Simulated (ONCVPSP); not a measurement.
Potentials for fluorine compared

Generated with ld1.x 7.5 (TM, RRKJ, ultrasoft, PAW), atompaw 4.2 or ONCVPSP 4.0.1. The cutoff is in Ry: for ld1.x and atompaw files where the sum of valence levels is converged to 10 mRy in a Bessel basis, for ONCV files where the hardest occupied wave has 1 mHa per electron of residual kinetic energy. The error is the largest all-electron minus pseudo excitation energy over each file’s own four to seven test configurations (ionisations up to +4, promotions, holes and added fractions of an electron), all of which were solved. The labels leave out finer settings (local radius, basis sizes, second energies), which also bear on the numbers. Spin-polarised tests are not counted. The rows are a selection from randomly drawn settings: files with unsolved tests, undetermined cutoffs or missed reference levels are left out.

A true bound ghost makes a file unfit for plane-wave use even where its test errors are small: the radial tests pick states by their node count and pass the ghost by.

| potential | cutoff (Ry) | largest error (meV) | bound ghosts |
| --- | --- | --- | --- |
| ONCV, LDA (Perdew-Wang 92), non-relativistic, rc 0.75/1.80 (sp), local smoothed, core correction yes, reference 2s1.5 2p5.5, qcut 7.6/9, projectors 2/1 | 485 | +2591 | none |
| ONCV, LDA (Perdew-Wang 92), scalar-relativistic, rc 0.70/1.60/1.55 (spd), local smoothed, core correction yes, reference 2s2 2p5, qcut 9.1/7.9/6.9, projectors 2/2/1 | 158 | +2280 | none |
| ONCV, Wu-Cohen, fully relativistic, rc 0.80/0.80/0.90 (spd), local p, core correction yes, reference 2s2 2p5, qcut 9.8/13.9/11.6, projectors 2/0/3 | 151 | +90 | none |
| ONCV, PBE, scalar-relativistic, rc 0.40/1.15/1.05 (spd), local smoothed, core correction no, reference 1s2 2s2 2p5, qcut 29/14.9/8.7, projectors 2/2/2 | 749 | +669 | none |
| ONCV, revPBE, non-relativistic, rc 0.70/1.35/1.40 (spd), local smoothed, core correction yes, reference 2s2 2p5, qcut 7.5/11.2/7.6, projectors 2/1/2 | 324 | +582 | none |
| ONCV, LDA (Perdew-Wang 92), scalar-relativistic, rc 0.90/1.40/1.25 (spd), local smoothed, core correction yes, reference 2s2 2p5, qcut 9.2/11/7.5, projectors 3/2/2 | 78 | +789 | s |
| ONCV, PBE, scalar-relativistic, rc 0.55/1.85 (sp), local smoothed, core correction yes, reference 2s1.75 2p5.25, qcut 10.7/7, projectors 3/3 | 117 | +3782 | s |
| ONCV, PBE, scalar-relativistic, rc 0.80/1.25 (sp), local smoothed, core correction no, reference 2s2 2p5, qcut 8.4/9.8, projectors 2/2 | 172 | +762 | none |

Q: Fill in the row for F: ONCV, PBE, scalar-relativistic, rc 0.80/1.50/1.10 (spd), local smoothed, core correction yes, reference 2s2 2p4.75, qcut 6.4/10.4/8.2, projectors 2/1/2.

A: cutoff 385 Ry, largest error +925 meV, bound ghosts: none.
